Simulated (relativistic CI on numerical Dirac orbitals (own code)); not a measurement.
Charge states of fluorine

These numbers are calculated, not measured: Dirac-Coulomb-Breit CI, separate exchange-only KLI orbitals for each configuration, a model potential for QED, valence Slater integrals scaled by 0.9 (own radial code, finite nucleus).

Each species is treated in one configuration, given outside its closed core. Radial values are for the open shell of highest l, unscaled and averaged over j; ζ includes the Breit term. Labels give the leading LS character, summed over repeated terms.

| Ion | Configuration | Its lowest level | LS weight (%) | g_J | g√(J(J+1)) | ⟨r⟩ (bohr) | ⟨r²⟩ (bohr²) | ζ (cm⁻¹) |
| --- | --- | --- | --- | --- | --- | --- | --- | --- |
| F | 2s2.2p5 | 2P°_3/2 | 100 | 1.334 | 2.58 | 1.086 | 1.55 | 261.1 |
| F⁺ | 2s2.2p4 | 3P_2 | 100 | 1.501 | 3.68 | 0.975 | 1.211 | 311.7 |
| F²⁺ | 2s2.2p3 | 4S°_3/2 | 100 | 2.002 | 3.88 | 0.8921 | 0.9952 | 368.6 |
| F³⁺ | 2s2.2p2 | 3P_0 | 100 |  | 0.00 | 0.8261 | 0.8428 | 433 |
| F⁴⁺ | 2s2.2p | 2P°_1/2 | 100 | 0.665 | 0.58 | 0.7721 | 0.7297 | 505.7 |
| F⁵⁺ | 2s2 | 1S_0 | 100 |  | 0.00 |  |  |  |
| F⁶⁺ | 2s | 2S_1/2 | 100 | 2.002 | 1.73 | 0.7761 | 0.7034 |  |
| F⁷⁺ | 1s2 | 1S_0 | 100 |  | 0.00 |  |  |  |
